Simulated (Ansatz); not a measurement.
Mulliken charges of BF2HSSi (`FB1S[SiH]1F`) from B3LYP/def2-TZVPP in Ansatz (PBE0-D4/def2-TZVP geometry).

```
atom   x (Å)   y (Å)   z (Å)  charge (e)
  F1   0.221  -2.444   0.158      -0.224
  B2  -0.071  -1.174   0.051       0.405
  S3  -1.576  -0.300  -0.379      -0.196
 Si4   0.282   0.708   0.071       0.368
  F5   0.961   1.484  -1.144      -0.302
  H6   0.225   1.662   1.196      -0.052
```

Q: By hand: the dipole of these point charges (1 e Å = 4.8032 D).

A: Σ q r = (0.032, -0.143, 0.369) e Å, of length 0.397 e Å = 1.91 D.

Q: How does the dipole of the full density compare? (Estimate.)

A: Computed: (0.014, 0.118, 0.217) e Å, 1.19 D; the point charges give 1.61 times that, at 50° from its direction.

Point charges leave out the atoms' own dipoles, such as those of lone pairs, and Mulliken's split depends on the basis, so the two needn't agree.

B3LYP here is the variant with VWN-RPA as its local correlation; programs differ in this.
